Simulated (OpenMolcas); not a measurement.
**How methods differ on AlGeH4F (SMILES [F][AlH][GeH3])**

The species is AlGeH4F (7 atoms), meant as a singlet with charge 0. As SMILES, `[F][AlH][GeH3]`. The coordinates come from a PBE0-D4/def2-TZVP relaxation.

Quantity: the vertical electron affinity (to the doublet anion), in eV. The values are calculated.

The electron affinity is E(neutral) − E(anion): positive where the electron is bound.

```csv
level,kind,program,value (eV),CPU time (all runs)
HF/def2-SVPD,Hartree–Fock,OpenMolcas,-0.48,51 s
SVWN5/def2-SVPD,LDA,OpenMolcas,0.27,90 s
BLYP/def2-SVPD,GGA,OpenMolcas,0.01,2 min
PBE/def2-SVPD,GGA,OpenMolcas,0.22,2 min
M06-L/def2-SVPD,meta-GGA,OpenMolcas,-0.03,2.5 min
TPSS/def2-SVPD,meta-GGA,OpenMolcas,0.17,2.5 min
B3LYP/def2-SVPD,global hybrid,OpenMolcas,0.14,1.9 min
BHLYP/def2-SVPD,global hybrid,OpenMolcas,-0.03,1.9 min
```

All-electron rows without a relativistic Hamiltonian named are non-relativistic. Where it was recorded, the anion's HOMO is positive in SVWN5/def2-SVPD, BLYP/def2-SVPD, PBE/def2-SVPD, M06-L/def2-SVPD, TPSS/def2-SVPD, B3LYP/def2-SVPD, BHLYP/def2-SVPD: a fault of the level (basis or self-interaction), which says nothing on whether the real anion is bound. The values span -0.48 to 0.27 eV. Times are those of the runs behind each value, whatever else they computed, on shared processors of several kinds: orders of magnitude only.
